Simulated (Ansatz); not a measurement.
Reaction (SMILES): BrCl -> ClBr as doublet, charge +1 + e-

Property: adiabatic ionisation energy (0 K, with zero-point energies), in eV. Conventions: spin-orbit terms left out; non-relativistic; LANL2DZ with its own core potentials from Na on; six Cartesian d functions in 6-31G* and its kin unless marked 5d; valence correlation only (noble-gas shells and the d and f shells of earlier blocks); UHF or UKS for open shells. First-principles rows: single points at B3LYP-D3(BJ) geometries (Ansatz, an electronic-structure program), with unscaled harmonic terms from B3LYP/6-31G* (LANL2DZ past Ar) at its own minima. The spin state of an ion or metal species was assumed, not searched.

| level | program | adiabatic ionisation energy (0 K, with zero-point energies) (eV) |
|---|---|---|
| HF/3-21G | Ansatz | 11.24 |
| HF/LANL2DZ | Ansatz | 11.45 |
| HF/6-31G* | Ansatz | 10.58 |
| SVWN5/6-31G* | Ansatz | 10.89 |
| SVWN5/6-31G* with LANL2DZ past Ar | Ansatz | 11.11 |
| PBE/STO-3G | Ansatz | 9.47 |
| PBE/3-21G | Ansatz | 11.15 |
| PBE/6-31G* | Ansatz | 10.76 |
| PBE/def2-SVP | Ansatz | 10.71 |
| PBE/6-31G* with LANL2DZ past Ar | Ansatz | 11.02 |
| BLYP/6-31G* with LANL2DZ past Ar | Ansatz | 10.88 |
| B3LYP/6-31G* | Ansatz | 11.00 |
| MP2/6-31G* | Ansatz | 10.90 |
| B2PLYP-D3(BJ)/def2-TZVPD | Ansatz + dftd3 | 10.86 |

No value to compare with is used here. The 13 habitual levels span 9.47 (PBE/STO-3G) to 11.45 eV (HF/LANL2DZ); B2PLYP-D3(BJ)/def2-TZVPD gives 10.86.

The levels are drawn from those run, B3LYP/6-31G* more often than the rest, none by its result; runs whose electronic state is in doubt are left out.
